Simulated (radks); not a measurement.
The numbers below are computed, except where a source is named.
Q: All-electron atom: Cl10+ in [He] 2s2 2p3 (the NIST ground configuration). Level of theory: scalar-relativistic Kohn-Sham, r2SCAN, spin-unpolarised, spherical densities, finite nucleus; meta-GGA in the generalised Kohn-Sham scheme; Fermi nuclear charge, rms radius 3.3654 fm (a radial shooting solver on a logarithmic mesh with Libxc functionals). Some entries of the table are withheld. Estimate them.

| orbital | occ. | eigenvalue (Ry) | <r^2> (bohr^2) |
|---|---|---|---|
| 1s | 2 | -230.0988 | (1) |
| 2s | 2 | -40.34831 | 0.1972 |
| 2p | 3 | -36.39692 | 0.1608 |
| 3s | 0 | -14.30829 | 1.264 |
| 3p | 0 | -13.19732 | (2) |
| 3d | 0 | -11.91044 | 1.018 |

A: 
(1) 1s <r^2> (bohr^2): 0.01105
(2) 3p <r^2> (bohr^2): 1.256
